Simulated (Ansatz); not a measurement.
Program: Ansatz. Geometries: PBE0-D4/def2-TZVP. ΔE: electronic, gas phase. CCSD(T)/CBS is the MP2 limit (def2-TZVPP, def2-QZVPP) plus CCSD(T) − MP2 in def2-TZVPP, frozen cores. This one scheme is used for every species. Functionals use def2-TZVPP. Elements past krypton have def2 core potentials. For Sn outer-core shells are correlated without core-valence functions, which leaves a few kJ/mol of doubt a bond.

Reaction (formal exchange of groups at the Sn–H bond): `C#[C][SnH2][CH3]` + `FC(Cl)Cl` → `C#[C][SnH]([CH3])[Cl]` + `FCCl`

```json
{"level": "CAM-B3LYP-D4", "ΔE (kJ/mol)": "-164.6"}
{"level": "PBE-QIDH", "ΔE (kJ/mol)": "-166.7"}
{"level": "r2SCAN0", "ΔE (kJ/mol)": "-166.4"}
{"level": "LC-ωPBE", "ΔE (kJ/mol)": "-161.9"}
{"level": "RPA@PBE/def2-TZVPP", "ΔE (kJ/mol)": "-157.4"}
{"level": "CCSD/def2-SVP", "ΔE (kJ/mol)": "-163.2"}
{"level": "MP2/def2-TZVPP", "ΔE (kJ/mol)": "-167.0"}
{"level": "CCSD/CBS(def2)", "ΔE (kJ/mol)": "-173.8"}
```

Q: What does CCSD(T)/CBS give? (Best estimate.)

A: Ansatz gave: -170.0 kJ/mol. The listed levels differ from it by 5.4, 3.3, 3.6, 8.1, 12.6, 6.8, 3.0, -3.8 kJ/mol.

Q: What do rigid-rotor, harmonic-oscillator terms from PBE0-D4/def2-TZVP frequencies (298.15 K, 1 bar) make of the CCSD(T)/CBS value? (An estimate is asked.)

A: Ansatz gave: ΔZPE = +10.5 kJ/mol, ΔH = -158.1 kJ/mol, ΔS = 8 J/(mol·K), ΔG = -160.6 kJ/mol.

Largest T1 diagnostic among the species: 0.013.

From r2SCAN to r2SCAN0 (25 % exact exchange), in def2-TZVPP and without D4, ΔE moves by −4.8 kJ/mol. Leaving LDA and LC-ωPBE aside and taking each functional with its dispersion term where it has one, the values, not all of them listed here, spread over 24.2 kJ/mol, from BHLYP-D4 to revPBE-D4. LDA lies +15.2 kJ/mol from PBE without D4.
